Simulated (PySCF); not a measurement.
# A small calculation by hand: chemical shift, span and skew from a shielding tensor

CHCl₂, SMILES Cl[CH]Cl (connectivity only; charge and spin as stated), charge +1, multiplicity 1. Atoms are numbered in the order given.

```xyz
4

Cl     0.0000    -1.4363     0.1567
C      0.0000     0.0000    -0.6057
Cl     0.0000     1.4363     0.1567
H      0.0000     0.0000    -1.6950
```
Charge +1, spin multiplicity 1.

Geometry optimised at B3LYP-D3(BJ)/def2-TZVP. The spin state was assumed, not searched. The isomer is the one that the SMILES or the coordinates give; other isomers of the formula were not compared.

GIAO shieldings from PBE0/pcSseg-2 (PySCF), non-relativistic, no solvent. The symmetric part of the tensor of C2 has the principal values -206.6, -205.3, 107.5 ppm. The same nucleus in TMS has σ = 186.1 ppm at this level (PySCF, at its B3LYP-D3(BJ)/def2-TZVP geometry). Without spin–orbit terms, shifts of atoms bonded to Cl or Br come out too high.

Problem. Work out the isotropic shielding, the ¹³C shift against TMS, the span and the skew.

Solution. 
σ(iso) = (σ11 + σ22 + σ33)/3 = -101.5 ppm. δ = σ(ref) − σ(iso) = 186.1 − (-101.5) = 287.6 ppm.
Span Ω = σ33 − σ11 = 314.1 ppm. Skew κ = 3(σ(iso) − σ22)/Ω = 0.99, an axial tensor. Tumbling in solution averages the tensor to δ; in a static solid the shielding alone would spread this spin-1/2 line over Ω.
